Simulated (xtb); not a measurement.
C2H3O, charge -1, singlet, geometry from GFN2-xTB; GFN2-xTB run with xtb 6.7.1.

The xtb input:
```
$ xtb mol.xyz --gfn 2 --chrg -1 --json

# file mol.xyz
6

O      1.14119970     0.27275617    -0.37828883
C      0.01399973     0.30902939     0.19007090
H     -0.19132679     1.20747699     0.86167798
C     -1.01879722    -0.56413534     0.13347947
H     -1.93523585    -0.39299447     0.68579554
H     -0.97425000    -1.46589618    -0.46246509
```

Task: What does xtb print? Leave out banner, timings and long lists.

Result: 
```
   ID    Z sym.   atoms
    1    8 O      1
    2    6 C      2, 4
    3    1 H      3, 5, 6

           -------------------------------------------------
          |                Calculation Setup                |
           -------------------------------------------------

           -------------------------------------------------
          |                 G F N 2 - x T B                 |
           -------------------------------------------------

          ...................................................
          :                      SETUP                      :
          :.................................................:
          :  # basis functions                  15          :
          :  # atomic orbitals                  15          :
          :  # shells                            9          :
          :  # electrons                        18          :
          :  max. iterations                   250          :
          :  Hamiltonian                  GFN2-xTB          :
          :  restarted?                      false          :
          :  GBSA solvation                  false          :
          :  PC potential                    false          :
          :  electronic temp.          300.0000000     K    :
          :  accuracy                    1.0000000          :
          :  -> integral cutoff          0.2500000E+02      :
          :  -> integral neglect         0.1000000E-07      :
          :  -> SCF convergence          0.1000000E-05 Eh   :
          :  -> wf. convergence          0.1000000E-03 e    :
          :  Broyden damping             0.4000000          :
          :  net charge                         -1          :
          :  unpaired electrons                  0          :
          ...................................................

 iter      E             dE          RMSdq      gap      omega  full diag
   1    -10.0737223 -0.100737E+02  0.546E+00    5.45       0.0  T
   2    -10.1318100 -0.580877E-01  0.207E+00    4.69       1.0  T
   3    -10.1330421 -0.123208E-02  0.130E+00    4.95       1.0  T
   4    -10.1335912 -0.549100E-03  0.577E-01    4.78       1.0  T
   5    -10.1344858 -0.894653E-03  0.103E-01    4.83       1.0  T
   6    -10.1344946 -0.877796E-05  0.571E-02    4.83       1.0  T
   7    -10.1344955 -0.926074E-06  0.297E-02    4.83       1.4  T
   8    -10.1344992 -0.365735E-05  0.272E-03    4.83      15.0  T
   9    -10.1344992 -0.821813E-08  0.142E-03    4.83      28.7  T
  10    -10.1344992 -0.102294E-07  0.156E-04    4.83     261.7  T
  11    -10.1344992 -0.872546E-10  0.173E-05    4.83    2363.2  T

   *** convergence criteria satisfied after 11 iterations ***

         :::::::::::::::::::::::::::::::::::::::::::::::::::::
         ::                     SUMMARY                     ::
         :::::::::::::::::::::::::::::::::::::::::::::::::::::
         :: total energy             -10.021300233687 Eh    ::
         :: gradient norm              0.000040997337 Eh/a0 ::
         :: HOMO-LUMO gap              4.833484270873 eV    ::
         ::.................................................::
         :: SCC energy               -10.134499134278 Eh    ::
         :: -> isotropic ES            0.178908376325 Eh    ::
         :: -> anisotropic ES          0.009461926321 Eh    ::
         :: -> anisotropic XC          0.001166591928 Eh    ::
         :: -> dispersion             -0.002662481772 Eh    ::
         :: repulsion energy           0.113198900591 Eh    ::
         :: add. restraining           0.000000000000 Eh    ::
         :: total charge              -1.000000000000 e     ::
         :::::::::::::::::::::::::::::::::::::::::::::::::::::

           -------------------------------------------------
          |                Property Printout                |
           -------------------------------------------------

    * Orbital Energies and Occupations

         #    Occupation            Energy/Eh            Energy/eV
      -------------------------------------------------------------
         1        2.0000           -0.4082949             -11.1103
         2        2.0000           -0.3577237              -9.7342
         3        2.0000           -0.3129503              -8.5158
         4        2.0000           -0.2754811              -7.4962
         5        2.0000           -0.2396143              -6.5202
         6        2.0000           -0.2251535              -6.1267
         7        2.0000           -0.2168818              -5.9017
         8        2.0000           -0.1201364              -3.2691
         9        2.0000           -0.0995617              -2.7092 (HOMO)
        10                          0.0780656               2.1243 (LUMO)
        11                          0.3284938               8.9388
        12                          0.3696810              10.0595
        13                          0.4912356              13.3672
        14                          0.6841896              18.6177
        15                          0.8554451              23.2778
      -------------------------------------------------------------
                  HL-Gap            0.1776273 Eh            4.8335 eV
             Fermi-level           -0.0107480 Eh           -0.2925 eV

     #   Z          covCN         q      C6AA      α(0)
     1   8 O        0.856    -0.654    27.492     7.030
     2   6 C        2.751     0.164    24.436     8.094
     3   1 H        0.915    -0.143     7.332     4.235
     4   6 C        2.832    -0.217    33.768     9.523
     5   1 H        0.925    -0.087     5.127     3.541
     6   1 H        0.925    -0.064     4.441     3.296

 Mol. C6AA /au·bohr⁶  :        529.244724
 Mol. C8AA /au·bohr⁸  :      11170.021474
 Mol. α(0) /au        :         35.718359

Wiberg/Mayer (AO) data.
largest (>0.10) Wiberg bond orders for each atom

 ---------------------------------------------------------------------------
     #   Z sym  total        # sym  WBO       # sym  WBO       # sym  WBO
 ---------------------------------------------------------------------------
     1   8 O    1.742 --     2 C    1.428     4 C    0.250
     2   6 C    3.968 --     4 C    1.628     1 O    1.428     3 H    0.909
     3   1 H    0.980 --     2 C    0.909
     4   6 C    3.837 --     2 C    1.628     6 H    0.977     5 H    0.977
                             1 O    0.250
     5   1 H    0.992 --     4 C    0.977
     6   1 H    0.996 --     4 C    0.977
 ---------------------------------------------------------------------------

Topologies differ in total number of bonds
Writing topology from bond orders to xtbtopo.mol

molecular dipole:
                 x           y           z       tot (Debye)
 q only:       -0.502      -0.095       0.183
   full:       -0.773      -0.069       0.330       2.143
molecular quadrupole (traceless):
                xx          xy          yy          xz          yz          zz
 q only:       -3.973      -2.419       1.429       2.264      -0.400       2.544
  q+dip:       -4.549      -2.024       2.339       2.359       0.563       2.210
   full:       -4.589      -2.344       2.112       2.405       0.269       2.477

           -------------------------------------------------
          | TOTAL ENERGY              -10.021300233687 Eh   |
          | GRADIENT NORM               0.000040997337 Eh/α |
          | HOMO-LUMO GAP               4.833484270873 eV   |
           -------------------------------------------------

normal termination of xtb
```
